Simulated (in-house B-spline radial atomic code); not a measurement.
Radial electron density of the gadolinium ion Gd²⁺, [Xe] 4f7 5d1. Computed with a radial B-spline atomic code at the basis-set limit: scalar-relativistic (X2C) r2SCAN0, spin-polarised, spherical fractional occupations, exact exchange averaged over the configuration, Fermi nucleus of rms radius 5.1569 fm.

One-electron X2C: radii and densities carry no picture-change correction, so inner-shell <1/r> comes out high (for 1s by about 2 % at Z = 33, 5 % at 54, 10 % at 75, 30 % at 118) and <r> low.

Columns: r (bohr), 4πr²n(r) (electrons per bohr), bar.

```
0.000598    3.006 #
0.000742    4.139 ##
0.000921     5.68 ##
 0.00114    7.726 ###
 0.00142    10.54 ####
 0.00176    14.16 #####
 0.00219    18.96 #######
 0.00271    24.89 ##########
 0.00337     32.4 #############
 0.00418    41.25 ################
 0.00519    51.37 ####################
 0.00644    62.12 ########################
 0.00799     72.5 ############################
 0.00992     81.1 ###############################
  0.0123    86.22 #################################
  0.0153    86.76 ##################################
   0.019    82.92 ################################
  0.0235    77.41 ##############################
  0.0292    74.72 #############################
  0.0363    79.78 ###############################
   0.045    93.04 ####################################
  0.0559      108 ##########################################
  0.0693    113.3 ############################################
  0.0861    103.6 ########################################
   0.107    88.47 ##################################
   0.133    85.55 #################################
   0.165    96.32 #####################################
   0.204    98.49 ######################################
   0.254    76.09 ##############################
   0.315    48.51 ###################
   0.391       42 ################
   0.485    49.27 ###################
   0.602    45.85 ##################
   0.747    30.53 ############
   0.927    17.86 #######
    1.15    12.48 #####
    1.43    9.403 ####
    1.77    5.874 ##
     2.2    2.702 #
    2.73   0.9414 
    3.39   0.2676 
    4.21  0.06697 
    5.22  0.01343 
    6.48 0.001707 
    8.05 0.0001121
```

On this grid the curve has 4 maxima, near 0.0153, 0.0693, 0.204, 0.485 bohr.

The 5d up radial function P(r) = rR(r), positive near the nucleus:

| r (bohr) | P |
| --- | --- |
| 0.00799 | 0.0007273 |
| 0.0123 | 0.002278 |
| 0.019 | 0.006934 |
| 0.0292 | 0.01957 |
| 0.045 | 0.05025 |
| 0.0693 | 0.1096 |
| 0.107 | 0.1846 |
| 0.165 | 0.1911 |
| 0.254 | 0.01197 |
| 0.391 | -0.2649 |
| 0.602 | -0.2484 |
| 0.927 | 0.1939 |
| 1.43 | 0.636 |
| 2.2 | 0.681 |
| 3.39 | 0.399 |
| 5.22 | 0.1133 |
| 8.05 | 0.01058 |
